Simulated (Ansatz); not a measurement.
Species: sum formula Si2N2H8, charge 0, multiplicity 1. 
Geometry from a B3LYP-D3(BJ)/def2-TZVP (Ansatz, a quantum-chemistry and plane-wave program) optimisation:
SMILES: N[SiH2]N[SiH3]
```xyz
12

N      2.2216     0.9187    -0.0011
Si     1.0984    -0.3576    -0.2317
N     -0.3869     0.0113     0.5648
Si    -2.0129    -0.1240    -0.0083
H      2.0493     1.8538    -0.3341
H      3.2059     0.7277     0.0922
H      1.7970    -1.5497     0.3087
H      0.6933    -0.6302    -1.6328
H     -0.2888     0.2867     1.5341
H     -1.9949    -0.0504    -1.4854
H     -2.8255     0.9869     0.5454
H     -2.6764    -1.3935     0.3853
```
Charge 0, spin multiplicity 1.

Wanted: atomisation energy (electronic, to ground-state atoms), in kcal/mol. Correlated levels leave the core frozen unless marked. UHF or UKS for open shells. No spin-orbit coupling. No relativistic terms. The coupled-cluster limit lacks core correlation, which all-electron functionals hold. CBS marks a two-point X^-3 extrapolation of the correlation energy; Hartree-Fock from the larger set.

```json
[
 {"level": "PBE0/def2-TZVP", "program": "Ansatz", "atomisation energy (kcal/mol)": "921.6"},
 {"level": "CAM-B3LYP-D3(BJ)/def2-TZVPD", "program": "Ansatz + dftd3", "atomisation energy (kcal/mol)": "947.1"}
]
```

Q: Predict the CCSD(T)/CBS(aug-cc-pV(T+d)Z,aug-cc-pV(Q+d)Z) result (Ansatz).

A: 942.6 kcal/mol
